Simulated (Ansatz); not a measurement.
Z-matrix (Å, degrees):
```
C
C 1 1.519
H 1 1.092 2 110.3
H 1 1.092 2 110.4 3 119.5
H 1 1.092 2 111.9 3 -119.8
N 2 1.454 1 113.1 3 178.6
H 2 1.096 1 110.2 3 57.5
H 2 1.090 1 109.7 3 -60.3
B 6 1.385 2 124.7 1 98.1
C 6 1.447 2 114.4 1 -80.6
Cl 9 1.773 6 121.5 2 0.3
H 9 1.192 6 120.9 2 -179.6
H 10 1.089 6 109.8 2 179.1
H 10 1.095 6 110.6 2 -60.9
H 10 1.094 6 111.4 2 59.1
```

Charge 0, multiplicity 1.

Q: List the r2SCAN/def2-TZVPP orbital energies in eV (Ansatz). (Estimate.)

A: The calculation gave: Occupied: -2752.89, -385.90, -274.03, -273.97, -272.98, -254.29, -192.82, -192.71, -192.67, -180.93, -24.46, -21.17, -19.86, -17.84, -16.05, -13.52, -12.42, -11.60, -11.53, -10.60, -10.29, -9.76, -9.42, -9.05, -8.71, -8.35, -7.35, -6.36. Lowest empty: -0.40, 1.02, 1.81, 2.03, 2.43, 2.52, 2.61, 2.89.
